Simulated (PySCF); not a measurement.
C4H5ClGe.
Cartesian coordinates in Å at the PBE0-D3(BJ)/def2-SVP level; atoms count from 1:
```xyz
11
C4H5ClGe angstrom
Cl     1.2283   -0.4160    0.0054
C     -0.4956   -0.5106   -0.1489
C     -1.1850   -1.6651   -0.1686
Ge    -3.0549   -1.1754   -0.3588
C     -2.5614    0.7080   -0.3894
C     -1.2244    0.7754   -0.2655
H     -0.7098   -2.6426   -0.0904
H     -3.9289   -1.5703    0.8439
H     -3.7066   -1.6814   -1.6567
H     -3.1904    1.5955   -0.4790
H     -0.6485    1.7057   -0.2446
```

The calculation used core-valence-separated Tamm–Dancoff BHandHLYP/aug-pcX-1 (pcseg-1 on H, def2-SVPD on Ge, def2-SVPD on Cl) in PySCF, non-relativistic, gas phase, PBE0-D3(BJ)/def2-SVP geometry. No empirical shift is added; at this level the pattern usually sits a few eV under experiment.

(1) What does the C 1s absorption edge look like?

Results:

(1) 
```tsv
E (eV)	f	core hole on	main final orbital	polarisation
281.94	0.0529	C5	LUMO (79 %)	normal to the local trigonal plane
282.07	0.0491	C3	LUMO (79 %)	normal to the local trigonal plane
282.53	0.0516	C6	LUMO (75 %)	normal to the local trigonal plane
283.79	0.0574	C2	LUMO (74 %)	normal to the local trigonal plane
285.63	0.0162	C3	LUMO+1 (55 %)	in the local trigonal plane
285.69	0.0165	C5	LUMO+1 (58 %)	in the local trigonal plane
285.86	0.0562	C2	spread	in the local trigonal plane
285.97	0.0224	C3	LUMO+2 (35 %)	in the local trigonal plane
286.08	0.0240	C5	LUMO+2 (51 %)	in the local trigonal plane
286.43	0.0218	C6	LUMO+2 (48 %)	in the local trigonal plane
286.52	0.0159	C6	spread	normal to the local trigonal plane
286.94	0.0029	C3	LUMO+2 (30 %)	in the local trigonal plane
286.98	0.0045	C5	LUMO+3 (35 %)	in the local trigonal plane
286.99	0.0022	C3	LUMO+6 (53 %)	normal to the local trigonal plane
287.04	0.0075	C3	LUMO+7 (33 %)	in the local trigonal plane
287.11	0.0041	C5	LUMO+6 (49 %)	normal to the local trigonal plane
287.19	0.0029	C5	spread	in the local trigonal plane
287.32	0.0009	C6	LUMO+1 (80 %)	–
287.38	0.0067	C3	spread	in the local trigonal plane
```

The first line with a tenth or more of the strongest one's intensity is at 281.94 eV (f = 0.053), with the hole on C5 (alkene CH carbon), polarised normal to the local trigonal plane: a 1s→π* resonance. The strongest listed is at 283.79 eV (f = 0.057; C2, 1s→π*).

Roots within 0.03 eV whose holes lie on the same, on equivalent or on shared atoms are summed into one line, and the highest roots are left out, as the search may have cut off their partners. Final orbitals are the ground state's empty Kohn–Sham orbitals. A dash: too weak, shared between unlike atoms, or no plane or axis to refer to.

Problem. What length of transition dipole belongs to the line at 285.69 eV?

Solution. From f = (2/3) ΔE |μ|² in atomic units, with ΔE = 10.499 Eh and f = 0.0165: |μ| = 0.049 au = 0.12 D.

The list ends where the root search ended, not at a threshold. The BHandHLYP/aug-pcX-1 (pcseg-1 on H, def2-SVPD on Ge, def2-SVPD on Cl) calculation is non-relativistic and has no spin–orbit coupling, an omission that weighs most on germanium.
